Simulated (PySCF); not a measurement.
**C10H14O3S: Computed beside measured shifts**

System: C10H14O3S (measured compound), SMILES Cc1ccc(S(=O)(=O)OC(C)C)cc1.

Atom-mapped SMILES (hydrogens are numbered by the atom that bears them): [CH3:1][c:2]1[cH:3][cH:4][c:5]([S:6](=[O:7])(=[O:8])[O:9][CH:10]([CH3:11])[CH3:12])[cH:13][cH:14]1

Level of theory: GIAO KT3/pcSseg-1, gas phase, PySCF SCF with an in-house response code, fitting set def2-universal-JFIT, grid level 2, non-relativistic, geometry: GFN2-xTB.

One optimised conformer. Values are averaged over the atoms that symmetry or fast rotation interchanges, on this one geometry and without vibrational averaging. Shifts are the reference shielding less the shielding here, at the same level (13C, 1H against isolated TMS; 17O against isolated H2O; 33S against isolated CS2); nuclei without a reference have shieldings only.

What shifts does this level give for H on 10, H on 11/12, and how do they compare with measurement?


```json
{"atom": "H on 10", "nucleus": "1H", "computed / ppm": "4.15", "measured / ppm": "4.7", "computed less measured": "-0.55", "measured against": "TMS", "medium of the measurement": "not stated per compound (mostly CDCl3 or CCl4)"}
{"atom": "H on 11/12", "nucleus": "1H", "computed / ppm": "1.24", "measured / ppm": "1.25", "computed less measured": "-0.01", "measured against": "TMS", "medium of the measurement": "not stated per compound (mostly CDCl3 or CCl4)"}
```

Measured values: Pretsch, Buehlmann, Badertscher, Structure Determination of Organic Compounds, 4th ed..
